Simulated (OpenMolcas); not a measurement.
Cr⁴⁺.

```yaml
Program: OpenMolcas 26.06
Method: CASSCF
Basis: ANO-R3 [7s5p5d3f1g]
Scalar_Hamiltonian: X2C, finite nucleus
Active_space: 2 electrons in 5 orbitals (3d)
State_averaging: 2S+1 = 3 even, 10 roots; 2S+1 = 1 even, 15 roots
Spin-orbit_coupling: state interaction with AMFI integrals over the reference wave functions, term energies averaged over their components
```

Levels without dynamic correlation, in cm⁻¹ above 3d² ³F₂:

| Level | E |
| --- | --- |
| 3d² ³P₀ | 19306 |
| 3d² ¹D₂ | 16483 |
| 3d² ¹G₄ | 25273 |
| 3d² ¹S₀ | 61304 |

On this reference, SS-CASPT2, IPEA 0.25 Eh, imaginary shift 0.1 Eh (closed shells correlated: 3s 3p) puts 3d² ³P₀ at 16260 cm⁻¹.

Estimate the other levels at that method by one scale factor, and say how well it serves.

The factor is 16260 / 19306 = 0.842. Scaled values beside those that SS-CASPT2 gives and measured ones (Sugar and Corliss, J. Phys. Chem. Ref. Data 6, 317 (1977)):
```
  Level  Scaled  SS-CASPT2  Miss (%)  Measured
3d² ¹D₂   13879      13090      +6.0     13188
3d² ¹G₄   21280      22600      -5.8     22019
3d² ¹S₀   51618      51780      -0.3     51146
```
For these levels the scaled values miss SS-CASPT2 by up to 6.0 %, as correlation changes each term by its own factor, spin-orbit parts do not scale and CASPT2 has its own spread within terms. This holds within one configuration; levels of others move differently, and the target method has errors of its own against measurement.

CASPT2 breaks the degeneracy within a term, and the mean is taken; among the terms shown or strongly mixed into the levels shown the widest spread is 830 cm-1 (3d² ³F, SS-CASPT2). Without dynamic correlation excited terms often stand tens of per cent too high (terms of higher spin than the ground term too low), and those without a measured partner can miss by more than the paired ones (holds for CASSCF). Measured partners are found by configuration, term and J. A level has none where our copy of the source lacks it or the pairing is in doubt (some pairs that miss far off the trend of their configuration count as doubtful), and it then counts in no deviation. Levels of configurations outside the active space are missing.
